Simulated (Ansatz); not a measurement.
Job for Ansatz (a first-principles code): R-wB97X-V/def2-TZVPP on CH6InNO (SMILES C[O][InH][NH2]), a point of a torsion scan. Elements past Kr take the def2 small-core potentials; no spin–orbit coupling.

Ansatz 0.2 input:
```yaml
crystal:
  periodic: [false, false, false]
  atoms:
    - {symbol: C, position_ang: [-1.81646914, -0.27972883, 0.13380599]}
    - {symbol: O, position_ang: [-0.58276809, -0.67255311, -0.40507652]}
    - {symbol: In, position_ang: [0.14054657, -2.50511935, -0.43666861]}
    - {symbol: N, position_ang: [-1.06471013, -3.90115379, 0.48769113]}
    - {symbol: H, position_ang: [-2.21654394, -1.00975589, 0.85219471]}
    - {symbol: H, position_ang: [-1.67829825, 0.67176073, 0.65794220]}
    - {symbol: H, position_ang: [-2.55381783, -0.13427729, -0.66473115]}
    - {symbol: H, position_ang: [1.68415583, -2.46919560, -1.14042433]}
    - {symbol: H, position_ang: [-2.00702320, -3.79872208, 0.11484941]}
    - {symbol: H, position_ang: [-0.78588406, -4.86076357, 0.30906629]}
basis:
  gaussian:
    orbitals: def2-TZVPP
hamiltonian:
  xc: {name: wB97X-V}
scf: {lower_state_search: off}
```

It printed:

```
WARN ansatz: RAYON_NUM_THREADS=1 ignored (pool sized by the plan → 1); use --threads N
Functional definition: wB97X-V
these checks for a lower state are left out or cut short: stability, starts, cluster_reference, orbital_swaps, neighbouring_geometries, increment
integrals: 0.19 GiB planned
1292 factors; their error is unknown
integrals: 0.22 GiB planned
309 factors; integrals over basis functions are off by at most 1.1e-5 eV
mean field: 1.52 GiB planned
mean field evaluation 1: about -9836.0087 eV, gradient 7.1e1 eV
mean field evaluation 2: about -9831.3095 eV, gradient 8.8e1 eV
mean field evaluation 4: about -9845.4960 eV, gradient 4.7e0 eV
mean field evaluation 8: about -9845.5431 eV, gradient 6.4e-2 eV
mean field evaluation 16: about -9845.5654 eV, gradient 9.9e-5 eV
mean field -9845.56542193 eV, -361.8178556921 hartree, gradient 9.8e-6 eV, S^2 0.000000; 0 other end points of the search recorded, 0 dependent functions left out
reference -9845.56541913 eV, -361.8178555890 hartree; 24, 24 occupied and 203, 203 virtual orbitals, 1292 factors
Total energy: -9845.56541913 eV, -361.8178555890 hartree
Checks for a lower state left out: stability, starts, cluster_reference, orbital_swaps, neighbouring_geometries, increment
```

The run converged.

Cost: around 7 core-seconds (rough).
